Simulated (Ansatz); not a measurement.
Molecular dynamics of ClH₃Sn

Input:

```yaml
crystal:
  periodic: [false, false, false]
  atoms:
    - { symbol: Sn, position_ang: [0.23904, 0.0, -0.465232] }
    - { symbol: Cl, position_ang: [1.352206, 0.0, 2.042078] }
    - { symbol: H, position_ang: [1.82478, 0.0, 0.426638] }
    - { symbol: H, position_ang: [-0.811713, 1.355349, -0.367542] }
    - { symbol: H, position_ang: [-0.811713, -1.355349, -0.367542] }
basis:
  gaussian: { orbitals: def2-mTZVP }
hamiltonian:
  xc: { name: BHLYP }
  dispersion: d4
md:
  timestep: 0.5
  n_steps: 200
  ensemble: nve
  temperature: 100.0
  initial_velocities: maxwell_boltzmann
  seed: 2542
```

Launched with:

```bash
$ ansatz run input.yaml --threads 1 --pin off --max-ram 2048MiB --backend cpu --events-out ev --progress --plain --runs-dir out
```

It starts at the highest image of a converged band, a first-order saddle point between two minima.

Output, in part (step lines, the closing report, with atoms numbered from 0):

```
md step     0: t =     0.00 fs  T =   100.0 K  F+E_penalty+E_count = -18399.43250451 eV  E_kin = 0.038778 eV  conserved = -18399.39372651 eV  (27 SCF iters)
md step     1: t =     0.50 fs  T =    99.0 K  F+E_penalty+E_count = -18399.43212205 eV  E_kin = 0.038400 eV  conserved = -18399.39372221 eV  (25 SCF iters)
md step     2: t =     1.00 fs  T =    96.4 K  F+E_penalty+E_count = -18399.43111032 eV  E_kin = 0.037397 eV  conserved = -18399.39371303 eV  (25 SCF iters)
md step     3: t =     1.50 fs  T =    92.6 K  F+E_penalty+E_count = -18399.42961076 eV  E_kin = 0.035911 eV  conserved = -18399.39370016 eV  (24 SCF iters)
md step     4: t =     2.00 fs  T =    88.0 K  F+E_penalty+E_count = -18399.42782444 eV  E_kin = 0.034139 eV  conserved = -18399.39368511 eV  (25 SCF iters)
md step     5: t =     2.50 fs  T =    83.3 K  F+E_penalty+E_count = -18399.42598976 eV  E_kin = 0.032321 eV  conserved = -18399.39366906 eV  (25 SCF iters)
md step     6: t =     3.00 fs  T =    79.2 K  F+E_penalty+E_count = -18399.42436089 eV  E_kin = 0.030708 eV  conserved = -18399.39365335 eV  (25 SCF iters)
md step     7: t =     3.50 fs  T =    76.2 K  F+E_penalty+E_count = -18399.42318754 eV  E_kin = 0.029549 eV  conserved = -18399.39363898 eV  (25 SCF iters)
[... lines left out ...]
Total energy: -18400.12932027 eV, -676.1922804645 hartree
Atom 0 at     0.130519     0.002629    -0.702442 Å, force    -0.176700    -0.223658     0.428203 eV/Å
Atom 1 at     1.679303    -0.006519     2.734229 Å, force     1.128873    -0.031806     0.070018 eV/Å
Atom 2 at     2.997063    -0.043306     2.903097 Å, force    -1.193900     0.038720    -0.196985 eV/Å
Atom 3 at    -0.830406     1.251561     0.121917 Å, force     0.063691    -0.070344    -0.058529 eV/Å
Atom 4 at    -0.688579    -1.288612     0.260297 Å, force     0.178036     0.287088    -0.242707 eV/Å
Dipole moment:     0.470612     0.005026    -0.011934 e Å
```

The steps, from the saved trajectory:

```tsv
time (fs)	T (K)	potential energy less start (eV)	conserved less start (meV/atom)
0.0	100	0.000	0.00
3.0	79	0.008	0.01
6.0	97	0.001	0.03
9.0	240	-0.054	0.04
12.0	580	-0.186	-0.06
15.0	587	-0.189	0.04
18.0	1185	-0.423	-0.40
21.0	1017	-0.355	0.06
24.0	1433	-0.517	-0.06
27.0	1803	-0.661	-0.07
30.0	2065	-0.764	-0.48
33.0	1468	-0.530	0.11
36.0	1794	-0.658	-0.19
39.0	1609	-0.585	0.12
42.0	1766	-0.648	-0.48
45.0	1155	-0.408	0.15
48.0	1511	-0.549	-0.32
51.0	986	-0.342	0.37
54.0	1358	-0.490	-0.43
57.0	801	-0.271	0.17
60.0	1272	-0.457	-0.46
63.0	840	-0.285	0.33
66.0	1296	-0.465	-0.27
69.0	971	-0.337	0.16
72.0	1528	-0.557	-0.54
75.0	1317	-0.472	-0.02
78.0	1466	-0.530	-0.08
81.0	1388	-0.499	0.07
84.0	1713	-0.628	-0.40
87.0	1734	-0.636	-0.38
90.0	1509	-0.546	0.06
93.0	1687	-0.616	-0.08
96.0	1641	-0.597	-0.02
99.0	1929	-0.712	-0.53
```

The run went to its last step. The conserved energy stayed within 0.55 meV per atom of its start (net change -0.35 meV per atom), so the integration is sound. The kinetic energy rose, since the run started high on the potential surface and went downhill. It ends in pieces (ClH + H2Sn), so much of that is their flight and rotation, not heat. A run of 0.1 ps of so small a system gives no equilibrium averages. The orbitals stay closed-shell, which can raise the energy where a bond breaks towards radicals; this wasn't checked here.

Between its relaxed ends the band would form Cl2–H3 and break Sn1–Cl2, Sn1–H3. These pairs go: Cl2–H3 1.68 → 1.33 Å, Sn1–Cl2 2.74 → 3.77 Å, Sn1–H3 1.82 → 4.61 Å. In the last frame they stand as after the step (other bonds may differ from the relaxed reactants and products). It ends as ClH + H2Sn. Pairs count as bonded within 1.25 times the sum of covalent radii (0.12 Å more for H–H).

Last frame:

```xyz
5
Properties=species:S:1:pos:R:3
Sn 0.131 0.003 -0.702
Cl 1.679 -0.006 2.734
H 2.997 -0.043 2.903
H -0.830 1.252 0.122
H -0.689 -1.289 0.260
```

Run time: 5.6 min on 1 thread of Intel(R) Xeon(R) Platinum 8559C (Emerald Rapids), on a shared host, peak memory 0.15 GiB.
